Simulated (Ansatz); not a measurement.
Input and output for the cluster HfSi₃⁻ (the lowest doublet isomer of a short search).

```yaml
crystal:
  periodic: [false, false, false]
  atoms:
    - {symbol: Hf, position_ang: [-1.118801, -0.809218, -0.584772]}
    - {symbol: Si, position_ang: [0.933476, -0.878715, 0.871226]}
    - {symbol: Si, position_ang: [0.944961, 0.521166, -1.122791]}
    - {symbol: Si, position_ang: [-0.759636, 1.166767, 0.836338]}
basis:
  gaussian: {orbitals: def2-mTZVP}
total_charge: -1
magnetization: {spin_polarized: true, initial_magnetization: 1}
hamiltonian: {xc: {name: wB97X-V}}
output: {forces: true}
```

```sh
$ ansatz run in.yaml --threads 4 --pin off --events-out ev --progress --plain --max-ram 3916MiB
```

It prints (some lines left out):

```
Functional definition: wB97X-V
946 factors; integrals over basis functions are off by at most 5.7e-4 eV
303 factors; integrals over basis functions are off by at most 8.0e-6 eV
mean field evaluation 1: about -24928.9469 eV, gradient 1.4e1 eV
mean field evaluation 2: about -24923.8336 eV, gradient 3.5e1 eV
mean field evaluation 4: about -24930.8044 eV, gradient 1.6e0 eV
mean field evaluation 8: about -24930.8780 eV, gradient 2.9e-1 eV
mean field evaluation 16: about -24930.8949 eV, gradient 8.3e-2 eV
mean field evaluation 32: about -24930.9036 eV, gradient 4.3e-6 eV
mean field -24930.90355409 eV, -916.1938068396 hartree, gradient 4.3e-6 eV, S^2 0.987413; 6 other end points of the search recorded, 0 dependent functions left out
reference -24930.90355269 eV, -916.1938067881 hartree; 28, 27 occupied and 74, 75 virtual orbitals, 946 factors
Total energy: -24930.90355269 eV, -916.1938067881 hartree
Atom 0 at    -1.118801    -0.809218    -0.584772 Å, force     0.377421     0.345990     0.249462 eV/Å
Atom 1 at     0.933476    -0.878715     0.871226 Å, force    -0.260079     0.225261    -0.268969 eV/Å
Atom 2 at     0.944961     0.521166    -1.122791 Å, force    -0.278027    -0.170962     0.319285 eV/Å
Atom 3 at    -0.759636     1.166767     0.836338 Å, force     0.160685    -0.400289    -0.299778 eV/Å
Dipole moment:    -1.403498    -1.103392    -0.790387 e Å
```

Run time 25 s (4 threads of Arm Neoverse V1 on a shared host), peak host memory 0.56 GiB.

In the def2 sets Hf takes a core potential; there is no spin–orbit coupling. The highest occupied level of an anion often lies above zero with these methods, and sets without diffuse functions describe the outer electron poorly. The charge -1 doublet is spin-contaminated (final ⟨S²⟩ up to 0.99, 0.75 for a pure state).

The dipole of an ion depends on the origin.
